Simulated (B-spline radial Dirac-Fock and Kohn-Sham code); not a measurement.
# K-line shifts caused by a second vacancy in Rb⁷⁺

System: Rb⁷⁺ in the configuration 1s2 2s2 2p6 3s2 3p6 3d10 4s2.

The run's input, task.json:

```json
{"items": [{
  "Z": 37,
  "q": 7,
  "cfg": [[1, 0, 2], [2, 0, 2], [2, 1, 6], [3, 0, 2], [3, 1, 6], [3, 2, 10], [4, 0, 2]],
  "A": 85,
  "rrms": 4.2036,
  "do": ["binding", "quiet", "double"]
}]}
```

Command: `python xray_run.py task.json out`

These are calculated numbers from a radial finite-basis atomic code; the model is Dirac-Fock ΔSCF + Breit + QED. Each two-hole energy is an average over J within one jj subconfiguration, not an observable level; in light atoms, where LS coupling holds, the j-resolved values are not observed lines, and for a K spectator the Kα1 hypersatellite is nearly forbidden. The model has no electron correlation.

Lines without a spectator: Kα2 (K-L2) 13337.0 eV, Kα1 (K-L3) 13396.8 eV, Kβ3 (K-M2) 14955.9 eV, Kβ1 (K-M3) 14965.2 eV. Shifts in eV with one spectator hole (a dash: not computed, or left out as unreliable):

| spectator hole | Kα2 | Kα1 | Kβ3 | Kβ1 |
| --- | --- | --- | --- | --- |
| L2 (2p1/2) | +41.2 | +50.9 | – | +111.7 |
| L3 (2p3/2) | +44.2 | +43.1 | +104.5 | – |
| M2 (3p1/2) | – | +4.88 | +11.74 | +14.47 |
| M3 (3p3/2) | +4.12 | – | +13.19 | +12.63 |
| M4 (3d3/2) | +0.40 | -1.18 | – | – |
| M5 (3d5/2) | -1.39 | -0.30 | – | – |

Q: Where does the K-L3 hypersatellite lie, emitted when both K electrons are missing?

A: +410.4 eV from the normal line, at 13807.2 eV. Removing both K electrons costs 31214.6 eV, which is 561.8 eV more than twice the K binding energy.

With n spectator holes in 2p, averaged over the 2p shell (energies in eV):

```tsv
n	KαLⁿ	step	hypersatellite KαʰLⁿ
0	13376.9	–	13785.0
1	13422.2	+45.4	13831.7
2	13468.8	+46.5	13879.5
3	13516.5	+47.7	13928.5
4	13565.4	+48.9	13978.7
5	13615.5	+50.1	14030.1
```

Run: 44 s of CPU time on 1 thread of Neoverse-N1 (shared host), peak memory 0.40 GiB.
